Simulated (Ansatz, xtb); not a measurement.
# Two isomers of C5H10OS

Structure a is `CO[C@H]1C[C@@H](S)C1`, a singlet and structure b is `CO[C@@H]1CC[C@H]1S`, a singlet. Both are isolated molecules in the gas phase, relaxed with B3LYP-D3(BJ)/def2-SVP, each in the lowest conformer that the search found.

a (Å):

```xyz
17

C     0.8983    1.9514    0.6306
C     0.8110   -0.1833   -0.3369
C    -0.6794   -0.6201   -0.2593
C    -0.3198   -1.7871   -1.2096
C     0.9744   -1.0376   -1.6051
O     1.0993    1.1718   -0.5198
S    -1.4947   -2.3426   -2.4831
H     1.5354    1.6146    1.4734
H    -0.1557    1.9284    0.9718
H     1.1626    2.9897    0.3838
H     1.3898   -0.5928    0.5163
H    -1.3104    0.1250   -0.7679
H    -1.1205   -0.8704    0.7165
H    -0.0898   -2.7013   -0.6415
H    -1.6489   -1.1339   -3.0735
H     0.8158   -0.4037   -2.4905
H     1.8957   -1.6229   -1.7357
```

b (Å):

```xyz
17

C     0.8072    1.8172    1.7534
C     0.8855   -0.0860    0.3795
C     0.3383   -1.4829    0.0421
C     1.7884   -1.9381   -0.2595
C     2.2910   -0.7247    0.5596
O     0.2858    0.5402    1.4681
S     3.7039    0.2736   -0.0220
H     0.6881    2.5069    0.8939
H     0.2492    2.2208    2.6102
H     1.8822    1.7796    2.0094
H     0.8812    0.5765   -0.5116
H    -0.0618   -1.9484    0.9551
H    -0.4096   -1.5552   -0.7605
H     2.0975   -2.9348    0.0871
H     2.0488   -1.8310   -1.3227
H     2.4227   -0.9829    1.6207
H     4.6797   -0.5935    0.3360
```

**Question.** Which of the two would you expect CCSD(T)/def2-SVP + ΔMP2/def2-TZVPP electronic energies to favour?

**Answer.** CCSD(T)/def2-SVP + ΔMP2/def2-TZVPP gives E(b) − E(a) = −0.16 kcal/mol, slightly favouring structure b, which is too small a margin to settle the true order.

Level by level:

```
                             level               geometry  E(b) − E(a) (kcal/mol)  departure from the last row (kcal/mol)  job, with rough time for the two
             B3LYP-D3(BJ)/def2-SVP  B3LYP-D3(BJ)/def2-SVP                     −0.55                                   −0.40             optimisation, 1.7 min
                       HF/def2-SVP  B3LYP-D3(BJ)/def2-SVP                     −0.28                                   −0.12           part of the CCSD(T) run
                      MP2/def2-SVP  B3LYP-D3(BJ)/def2-SVP                     −0.55                                   −0.40           part of the CCSD(T) run
                  CCSD(T)/def2-SVP  B3LYP-D3(BJ)/def2-SVP                     −0.50                                   −0.34                      single point
CCSD(T)/def2-SVP + ΔMP2/def2-TZVPP  B3LYP-D3(BJ)/def2-SVP                     −0.16                                                     single point, 3.3 min
```

As drawn, both hold the same kinds of bond in the same numbers.

The largest departure from CCSD(T)/def2-SVP + ΔMP2/def2-TZVPP is that of MP2/def2-SVP, 0.40 kcal/mol. Levels run at GFN2-xTB geometries aren't shown. The last row adds to CCSD(T) the change of the MP2 difference between the two basis sets, here +0.34 kcal/mol.

With thermal terms from frequencies at re-optimised GFN2-xTB minima (ideal gas, soft modes damped towards free rotors, one conformer each, 298.15 K, 1 atm): the zero-point term adds −0.13 kcal/mol; ΔH is −0.15 and ΔG −0.57 kcal/mol.

The correlated steps freeze 11 core orbitals. Codes used: Ansatz 0.2.0, xtb 6.7.1; the last row on 2 threads of Arm Neoverse V1 on a shared host.
